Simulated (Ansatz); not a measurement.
BH8Si3, SMILES `[SiH2]B([SiH3])[SiH3]` radical, relaxed with UKS PBE-D4/def2-SVP in the Gaussian-basis code of Ansatz from a rough embedded geometry. The force threshold is 0.03 eV/Å; the program also tests the step.

Charge 0, multiplicity 2.

Start:

```xyz
12

Si    0.312   -1.191    1.684
B    -0.076   -0.098    0.216
Si   -1.482   -0.611   -0.988
Si    0.977    1.551   -0.134
H     1.435   -0.621    2.518
H     0.741   -2.572    1.259
H    -1.576    0.405   -2.112
H    -2.720   -0.693   -0.325
H    -1.162   -1.952   -1.639
H     2.348    1.184   -0.249
H     0.750    2.401    1.082
H     0.454    2.197   -1.312
```

```csv
step,energy (eV),largest force (eV/Å),largest move (Å)
1,-24414.7847,2.291,0.000
2,-24415.3499,0.664,0.195
3,-24415.4992,0.357,0.200
4,-24415.5774,0.228,0.200
5,-24415.6067,0.031,0.175
6,-24415.6120,0.073,0.137
7,-24415.6141,0.111,0.126
8,-24415.6176,0.084,0.047
9,-24415.6222,0.033,0.090
10,-24415.6247,0.180,0.195
11,-24415.6282,0.072,0.016
12,-24415.6311,0.008,0.082
13,-24415.6320,0.167,0.196
14,-24415.6353,0.058,0.019
15,-24415.6374,0.013,0.066
16 (rejected),-24415.6370,0.175,0.197
17,-24415.6391,0.054,0.097
18,-24415.6401,0.064,0.098
19,-24415.6409,0.050,0.028
20,-24415.6416,0.037,0.053
21,-24415.6422,0.039,0.078
22,-24415.6424,0.042,0.035
23,-24415.6425,0.028,0.021
```

End:

```xyz
12

Si    0.614   -1.287    1.557
B     0.053   -0.114    0.138
Si   -1.298   -0.750   -1.202
Si    0.827    1.734    0.013
H     1.560   -0.913    2.667
H     0.173   -2.717    1.724
H    -0.881   -0.418   -2.615
H    -2.606   -0.032   -0.957
H    -1.585   -2.231   -1.145
H     1.781    1.785   -1.162
H     1.601    2.171    1.234
H    -0.240    2.771   -0.251
```

Hardware: 2 threads of a server CPU on a shared host. Wall time 69 s, peak host memory 0.22 GiB.
